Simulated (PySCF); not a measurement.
Sn(Cl)3(OSiH3) (Cl3H3OSiSn), SMILES [SiH3][O][Sn]([Cl])([Cl])[Cl].

The structure is a stationary point at B3LYP-D3(BJ)/def2-SVP. The def2 effective core potentials stand for the cores of Sn; spin–orbit coupling is left out. Other conformers were not sampled.

These are PySCF with B3LYP-D3(BJ)/def2-SVP values and carry that method's errors.

Frequencies are harmonic and unscaled.

| mode | ν (cm⁻¹) | IR (km/mol) | moving atoms (share of kinetic energy) |
|---|---|---|---|
| 1 | 19 | 0.2 | Si 35 %, Cl 31 %, H 14 %, O 14 % |
| 2 | 62 | 0.5 | Cl 47 %, Si 37 %, H 9 % |
| 3 | 66 | 0.0 | H 96 % |
| 4 | 98 | 0.6 | Cl 84 %, O 9 % |
| 5 | 104 | 2.8 | Cl 82 %, Sn 8 % |
| 6 | 119 | 12.5 | Cl 66 %, Sn 26 % |
| 7 | 157 | 19.2 | O 57 %, Cl 24 %, Sn 15 % |
| 8 | 180 | 14.0 | O 35 %, Si 25 %, Sn 18 %, Cl 15 % |
| 9 | 353 | 13.0 | Cl 91 % |
| 10 | 395 | 56.6 | Cl 71 %, Sn 29 % |
| 11 | 398 | 56.5 | Cl 71 %, Sn 29 % |
| 12 | 489 | 19.5 | O 47 %, Si 23 %, Sn 19 %, H 11 % |
| 13 | 724 | 51.5 | H 84 %, Si 9 % |
| 14 | 728 | 51.6 | H 79 %, O 11 %, Si 10 % |
| 15 | 938 | 611.7 | O 70 %, Si 25 % |
| 16 | 952 | 74.9 | H 96 % |
| 17 | 960 | 108.8 | H 95 % |
| 18 | 1001 | 144.9 | H 89 %, O 8 % |
| 19 | 2226 | 135.9 | H 96 % |
| 20 | 2227 | 77.7 | H 98 % |
| 21 | 2251 | 118.4 | H 97 % |
